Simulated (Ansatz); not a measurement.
The same path of ClGaH4O (7 atoms, charge 0, multiplicity 1) was run twice with different band settings. Lost on the way: Ga1–Cl2, H5–O6. Made: Cl2–H5.

Method: RKS BLYP/def2-TZVP (Ansatz 0.2.0).

Relaxed end points:

```xyz
7
Properties=species:S:1:pos:R:3
Ga -0.931 -0.352 0.069
Cl 0.432 -2.068 0.575
H -1.629 -0.507 -1.324
H -1.380 0.478 1.327
H 1.542 0.116 -0.361
O 0.880 0.831 -0.482
H 1.086 1.502 0.196
```

```xyz
7
Properties=species:S:1:pos:R:3
Ga -1.373 0.486 0.001
Cl 2.443 -1.961 -0.479
H -1.995 -0.751 -0.715
H -1.990 1.807 0.579
H 1.587 -0.987 -0.203
O 0.449 0.329 0.186
H 0.880 1.079 0.630
```

Common settings: climbing image yes; spring 5.0 eV/Å²; optimiser quadratic models (default); start path through a guess of the saddle point; force threshold 0.05 eV/Å; iteration limit 60; end points relaxed.

| run | movable images |
| --- | --- |
| 1 | 5 |
| 2 | 2 |

What does each run give, and how far can it be trusted?

Run 1: converged after 13 iterations, highest image 0.895 eV above the first end. A vibrational analysis at the climbing image gives one clearly imaginary mode, 46i cm⁻¹: a first-order saddle point.
Run 2: converged after 13 iterations, highest image 0.896 eV above the first end. Another band between the same ends (5 images) ends at a top of the same energy, where a vibrational analysis finds 1 clearly imaginary mode. So few images can step over the top or miss a turn of the path.
The orbitals stay closed-shell, which can raise the energy where a bond breaks towards radicals; this wasn't checked here.
